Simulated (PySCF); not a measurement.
Radial density of Si⁺ (silicon, charge +1)

UHF, [Ne] 3s2 3d1, 2D determinant (an excited configuration). Computed with PySCF 2.14 in aug-cc-pCVQZ-DK (10s9p7d5f3g, 134 functions), with the spin-free X2C one-electron Hamiltonian (Gaussian nucleus).

| r (bohr) | 4πr²ρ (e/bohr) | 4πr²(ρα − ρβ) |
| --- | --- | --- |
| 0.00179 | 0.07929 | 0.0000 |
| 0.00301 | 0.2085 | 0.0000 |
| 0.00506 | 0.5390 | 0.0000 |
| 0.00851 | 1.348 | -0.0001 |
| 0.0143 | 3.173 | -0.0002 |
| 0.0241 | 6.735 | -0.0004 |
| 0.0405 | 11.95 | -0.0008 |
| 0.0682 | 15.78 | -0.0009 |
| 0.115 | 13.45 | -0.0007 |
| 0.193 | 9.557 | -0.0018 |
| 0.324 | 13.24 | -0.0046 |
| 0.546 | 12.16 | 0.0013 |
| 0.918 | 3.509 | 0.0177 |
| 1.54 | 1.393 | 0.0724 |
| 2.60 | 0.8189 | 0.2020 |
| 4.37 | 0.2424 | 0.2121 |
| 7.34 | 0.04815 | 0.0481 |
| 12.4 | 0.0001712 | 0.0002 |

Densities and radii are taken from the X2C orbitals without a picture-change correction, which distorts them close to the nucleus.

The outer electron is Rydberg-like, and this basis confines it to a smaller radius and binds it less than a complete one would.

(1) Where is the radial spin density 4πr²(ρα − ρβ) most negative, and why is it negative at all?

## Answers

(1) Around r = 0.324 bohr, down to -0.0046 e/bohr: exchange with the open shell polarises the paired shells in an unrestricted calculation.
